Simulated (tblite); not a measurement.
Isomers of C5H6FNSi. Method: GFN2-xTB as coded in tblite; computed harmonic values from a numerical Hessian at the method's own geometry, unscaled. This tight-binding method is rough: wavenumbers can miss measured ones by several per cent, in bad cases by 10 to 20. Modes of hydrogen on silicon can be 10 to 20 % off. One conformer each.

Electronic energies: GFN2-xTB at the same geometries; isomer energies are rough at this level and their order can be wrong.

```csv
SMILES,"electronic energy, lowest = 0 (kJ/mol)"
N#C[C@H]1C/C(=C/F)[SiH2]1,141.4
N#CC(/C=C\F)=C/[SiH3],176.7
N#C[C@H]1C/C(=C\F)[SiH2]1,145.9
C=C(/C=C/C#N)[SiH2]F,0.0
C=C(F)/C=C/[SiH2]C#N,209.0
```

How do GFN2-xTB zero-point energies change the relative energies?

```tsv
SMILES	ZPE (kJ/mol)	of it from modes above 1550 cm⁻¹	electronic (kJ/mol)	with ZPE, lowest = 0 (kJ/mol)	lowest mode (cm⁻¹)	rings
C=C(/C=C/C#N)[SiH2]F	239.7	135.0	0.0	0.0	51	0
N#C[C@H]1C/C(=C/F)[SiH2]1	243.3	123.8	141.4	145.0	29	1
N#C[C@H]1C/C(=C\F)[SiH2]1	243.5	123.9	145.9	149.7	34	1
N#CC(/C=C\F)=C/[SiH3]	232.2	129.5	176.7	169.2	38	0
C=C(F)/C=C/[SiH2]C#N	236.9	135.1	209.0	206.3	30	0
```

The zero-point energies span 11.3 kJ/mol, from `N#CC(/C=C\F)=C/[SiH3]` to `N#C[C@H]1C/C(=C\F)[SiH2]1`. The order is unchanged.

What do entropy and thermal enthalpy add at 298.15 K and 1 bar (rigid rotor, harmonic oscillator, one conformer each)?

```json
{"SMILES": "C=C(/C=C/C#N)[SiH2]F", "point group": "C1", "symmetry number": "1", "S (J/(mol K))": "407.1", "H − H(0) (kJ/mol)": "27.83", "ZPE + H − H(0) − TS (kJ/mol)": "146.1"}
{"SMILES": "N#C[C@H]1C/C(=C/F)[SiH2]1", "point group": "C1", "symmetry number": "1", "S (J/(mol K))": "389.0", "H − H(0) (kJ/mol)": "25.63", "ZPE + H − H(0) − TS (kJ/mol)": "153.0"}
{"SMILES": "N#C[C@H]1C/C(=C\\F)[SiH2]1", "point group": "C1", "symmetry number": "1", "S (J/(mol K))": "389.3", "H − H(0) (kJ/mol)": "25.66", "ZPE + H − H(0) − TS (kJ/mol)": "153.1"}
{"SMILES": "C=C(F)/C=C/[SiH2]C#N", "point group": "Cs", "symmetry number": "1", "S (J/(mol K))": "414.6", "H − H(0) (kJ/mol)": "28.39", "ZPE + H − H(0) − TS (kJ/mol)": "141.7"}
```

Not tabulated: `N#CC(/C=C\F)=C/[SiH3]` (point group not settled).
